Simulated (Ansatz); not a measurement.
Computed with Ansatz on PBE0-D4/def2-TZVP structures; ΔE is electronic, products minus reactants. CBS: MP2 limit from def2 TZ/QZ plus the TZ coupled-cluster correction, frozen cores. This one scheme is used for every species. DFT in def2-TZVPP. One conformer a species, not always the lowest.

Reaction (formal exchange of groups at a C–C bond): `BN(B)CC` + ethylene → `BN(B)CC=C` + CH₄

| level | ΔE (kJ/mol) |
| --- | --- |
| ωB97X-V | -16.5 |
| B2PLYP | -15.4 |

Q: What does CCSD(T)/CBS give? (Estimate.)

A: Computed: -15.7 kJ/mol. The listed levels differ from it by -0.8, 0.3 kJ/mol.

Q: What do rigid-rotor, harmonic-oscillator terms from PBE0-D4/def2-TZVP frequencies (298.15 K, 1 bar) make of the CCSD(T)/CBS value? (Estimate.)

A: Computed: ΔZPE = -3.4 kJ/mol, ΔH = -17.8 kJ/mol, ΔS = -16 J/(mol·K), ΔG = -13.0 kJ/mol.

Largest T1 diagnostic among the species: 0.012.

In def2-TZVPP, CCSD(T) changes the Hartree–Fock value by −7.5 kJ/mol (the triples alone add −1.7 kJ/mol) and MP2 by −11.0 kJ/mol. The D4 term adds −5.6 kJ/mol with B3LYP and −3.3 kJ/mol with PBE0; it sums over pairs of atoms, weighted by their polarisabilities, and B3LYP, whose exchange is more repulsive, gets the larger term.

B3LYP here is the variant with VWN-RPA as its local correlation; programs differ in this.
